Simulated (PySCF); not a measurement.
Ga(H)(Br)(OMe) (CH4BrGaO), SMILES C[O][GaH][Br]. Atoms are numbered in the order given.

```xyz
8

Ga    -0.8437    -0.4987     0.0000
H     -2.3872    -0.5556     0.0000
Br     0.3663     1.4585     0.0000
O      0.1102    -1.9948     0.0000
C      1.5207    -2.1045     0.0000
H      1.8454    -2.6641     0.8939
H      1.8454    -2.6641    -0.8939
H      2.0264    -1.1222     0.0000
```

Geometry optimised at TPSSh-D3(BJ)/def2-SVP. The structure was generated by enumeration; whether it is a known compound was not checked. One conformer was computed; it need not be the lowest.

Two levels are set side by side: PBE/pcSseg-1 (PySCF) and KT2/pcSseg-1 (PySCF). GIAO shifts against H2O (¹⁷O), TMS (¹H), TMS (¹³C) at the same level; non-relativistic, no solvent, atoms listed together averaged. Without spin–orbit terms, shifts of atoms bonded to Cl or Br come out too high at both levels. Differences are taken from unrounded values.

```csv
quantity,PBE
δ(¹H) of H2 (ppm),6.16
δ(¹⁷O) of O4 (ppm),153.9
δ(¹³C) of C5 (ppm),61.9
```

Question: These are the PBE values. What does KT2 give? (The exact figures need the calculation; the answer reports its results.)

Answer: 
```tsv
quantity	KT2	PBE minus KT2
δ(¹H) of H2 (ppm)	6.12	0.04
δ(¹⁷O) of O4 (ppm)	149.0	4.9
δ(¹³C) of C5 (ppm)	61.1	0.8
```

Rough cost on one machine, each run with all the roots and properties that it gave: KT2 against PBE within a factor of 2.
